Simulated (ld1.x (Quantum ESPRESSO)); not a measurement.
**fluorine (F): one change to an RRKJ potential, before and after**

| Item | Value |
| --- | --- |
| Element | F (Z = 9) |
| Generator | ld1.x (Quantum ESPRESSO) 7.5 |
| Type | norm-conserving RRKJ (Kleinman–Bylander form) |
| Functional | PBE |
| Relativity | scalar-relativistic |
| Frozen core | [He] |
| Valence charge | 7 |
| Reference configuration | 2s1.5 2p5.5 |
| Partial waves | 2s (bound): rc 0.65 bohr; 2p (bound): rc 1.90 bohr |
| Local potential | all-electron potential smoothed inside 0.65 bohr (lloc = -1) |
| Core correction | a·sin(br)/r model core, default radius (core density twice the valence density) |

Change: local potential all-electron potential smoothed inside 0.50 bohr (lloc = -1).

Cutoffs: the cutoffs (Ry, on a coarse ladder) from which the occupation-weighted sum of valence levels, in a spherical-Bessel basis at the reference potential, stays within 10 and 1 mRy of its value at 400 Ry; they do not see the model core or the augmentation charge, which bear on the density cutoff. Errors are all-electron minus pseudo energies relative to the spin-unpolarised reference configuration.

Task: Predict the effect on cutoff, ghosts and configuration errors.

Result: The potential gets neither clearly harder nor softer (140 Ry and 200 Ry → 140 Ry and 200 Ry); the errors of the 7 common tests hardly move; neither file shows a bound ghost.

| quantity | base | changed |
| --- | --- | --- |
| cutoff, loose | 140 Ry | 140 Ry |
| cutoff, tight | 200 Ry | 200 Ry |
| bound ghosts | none | none |
| error for 2s2 2p5, meV [ΔE -9.40 eV] | -13 | -13 |
| error for 2s2 2p4, meV [ΔE 9.99 eV] | +298 | +300 |
| error for 2s2 2p3, meV [ΔE 48.37 eV] | +1511 | +1529 |
| error for 2s2 2p4.5, meV [ΔE -1.86 eV] | +82 | +82 |
| error for 2s2 2p2, meV [ΔE 109.01 eV] | +4697 | +4753 |
| error for 2s1 2p5, meV [ΔE 29.09 eV] | -100 | -93 |
| error for 2s2 2p5.3, meV [ΔE -12.07 eV] | -42 | -41 |
| s: phases at 2.06 bohr within 0.05 rad from the reference energy up to (Ry; the scan ends near 5) | to the end of the scan | to the end of the scan |
| p: phases at 2.06 bohr within 0.05 rad from the reference energy up to (Ry; the scan ends near 5) | 1.2 | 1.2 |
